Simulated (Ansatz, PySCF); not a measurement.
Spin states of HORe (SMILES [OH][Re]), each relaxed with B3LYP-D3(BJ)/def2-TZVP.
State 1 (charge 0, multiplicity 5):
| atom | x (Å) | y (Å) | z (Å) |
|---|---|---|---|
| Re | -0.9556 | -0.6629 | -0.8290 |
| O | 0.4434 | -0.1226 | 0.2996 |
| H | 0.4790 | 0.8328 | 0.4591 |
State 2 (charge 0, multiplicity 7):
```xyz
3

Re    -1.04120    -0.79585    -0.91197
O      0.38052    -0.01696     0.26693
H      0.62750     0.86018     0.57471
```

Singlets are restricted, other states unrestricted; no spin–orbit coupling, no relativity up to Kr; see below for the cores. The largest T1 diagnostic is 0.051.

Correlated levels freeze the inner cores; with def2 sets outer-core shells near the valence are correlated too. CBS(a, b) extrapolates the correlation energy as X⁻³ and adds the Hartree–Fock energy of set b.

The values were computed with Ansatz (Gaussian basis) for Hartree–Fock, density functionals and correlated methods; PySCF for the dispersion terms. Each number belongs to the level named beside it. In def2 rows elements past Kr take small-core potentials, without spin–orbit coupling.

**Question.** Give the energy of the multiplicity-7 state less that of the multiplicity-5 state at the level CCSD(T)/CBS(def2-SVP, def2-TZVPP).

**Answer.** 9.8 kcal/mol

**Question.** Predict the energy of the multiplicity-7 state less that of the multiplicity-5 state from r2SCAN-D3(BJ)/def2-TZVPP.

**Answer.** 3.0 kcal/mol

**Question.** What energy of the multiplicity-7 state less that of the multiplicity-5 state does BLYP-D3(BJ)/def2-TZVPP give?

**Answer.** 22.8 kcal/mol

Doubts at one or more of the structures used: a spin-contaminated determinant (CCSD(T)/CBS(def2-SVP, def2-TZVPP)); T1 above 0.05 (CCSD(T)/CBS(def2-SVP, def2-TZVPP)).

Ansatz is a program for electronic structure.
